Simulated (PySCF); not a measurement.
C₂H₄BN₃, SMILES C1=NB(N=C1)N. Geometry optimised at PBE-D3(BJ)/def2-SVP. This is a generated structure with no PubChem entry under its InChIKey; it may be hypothetical. Other conformers were not sampled.

Level of theory: PBE-D3(BJ)/def2-SVP in PySCF.

Harmonic wavenumbers (cm⁻¹): 143, 300, 449, 565, 598, 653, 672, 774, 794, 852, 859, 865, 964, 1106, 1266, 1283, 1395, 1560, 1582, 1627, 3006, 3021, 3514, 3627. Rotational constants (GHz): 7.938, 3.787, 2.564; symmetry number 2.

Work out the zero-point energy and the ideal-gas rigid-rotor harmonic-oscillator thermochemistry at 298.15 K and 1 atm.

ZPE = ½ Σ hcν = ½ × 31474 cm⁻¹ = 188.26 kJ/mol. H − E(el) = 204.48 kJ/mol. Entropy in J/(mol K): translation 163.53, rotation 102.34, vibration 32.87, total 298.74. G − E(el) = 115.41 kJ/mol. Cp = 88.55 J/(mol K). Modes under 150 cm⁻¹ make the vibrational entropy uncertain.
